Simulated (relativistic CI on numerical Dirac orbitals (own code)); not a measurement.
Computed by Dirac-Coulomb-Breit CI, separate exchange-only KLI orbitals for each configuration, model QED (radiative potential, 1s self-energy scaled to tabulated hydrogen-like ionisation energies), valence Slater integrals scaled by 0.85, P86 correlation energy added to each configuration (own radial code, finite nucleus).

Configurations in the expansion (outside the closed core [Kr] 4d10): 5s2 5p6, 5s2 5p5 6s, 5s2 5p5 5d, 5s2 5p5 6p, 5s2 5p5 7s, 5s2 5p5 6d, 5s 5p6 5d, 5s2 5p5 4f, 5s2 5p5 7p, 5s2 5p5 8s, 5s2 5p5 5f, 5s2 5p5 7d, 5s2 5p5 8p, 5s2 5p5 5g, 5s2 5p5 6f. Double excitations out of closed p, d and f shells are left out; levels of such configurations are missing from the list, as are those of other unlisted configurations, and high levels can miss mixing partners.

For a near-neutral ion this model can misplace configurations by up to about 10,000 cm⁻¹ (more where the count of f electrons changes) and terms by 10 to 25 % of their spread. Rates follow the energies as ν³ (E1, M1) or ν⁵ (E2), so they and the lifetimes can be off by large factors. The fine structure of a lone outer electron comes out too small, for d and f at times inverted, and misplaced configurations move strength between like terms. 6 of the 13 excited levels that our extract of the measured tables holds in this range could be paired (the sources list more); they are missed by 2259 cm⁻¹ on average and 3453 at most, and levels without a partner can miss by more.

Outline of the computed level scheme of Cs II. Lowest level of each configuration: 5s2 5p6 1S_0 at 0.0000 eV; 5s2 5p5 5d 3P°_0 at 13.4965 eV; 5s2 5p5 6s 3P°_2 at 13.5599 eV; 5s2 5p5 6p 3S_1 at 15.8641 eV; 5s2 5p5 7s 3P°_2 at 18.6101 eV; 5s2 5p5 6d 3P°_0 at 18.8677 eV; 5s2 5p5 7p 3S_1 at 19.4346 eV; 5s2 5p5 4f 3D_1 at 19.9534 eV.

Some strong electric-dipole decays among the lowest 45 levels: 5s2 5p5 5d 1P°_1 → 5s2 5p6 1S_0 (9.7e+09 s⁻¹); 5s2 5p5 6d 3D°_1 → 5s2 5p6 1S_0 (6.9e+09 s⁻¹); 5s2 5p5 5d 3D°_1 → 5s2 5p6 1S_0 (2.6e+09 s⁻¹); 5s2 5p5 6s 1P°_1 → 5s2 5p6 1S_0 (1.1e+09 s⁻¹); 5s2 5p5 7s 1P°_1 → 5s2 5p6 1S_0 (6.8e+08 s⁻¹); 5s2 5p5 4f 3D_1 → 5s2 5p5 5d 3P°_0 (2.4e+08 s⁻¹); 5s2 5p5 6d 3F°_4 → 5s2 5p5 6p 3D_3 (2.2e+08 s⁻¹); 5s2 5p5 4f 3D_2 → 5s2 5p5 5d 3P°_1 (2.1e+08 s⁻¹).

Rates of lines that live on the mixing of spin multiplicities can be off by large factors.

LS names give the leading component of a level, which can be under half, so a name can repeat, a term be missing and a line seem to break the LS rules.
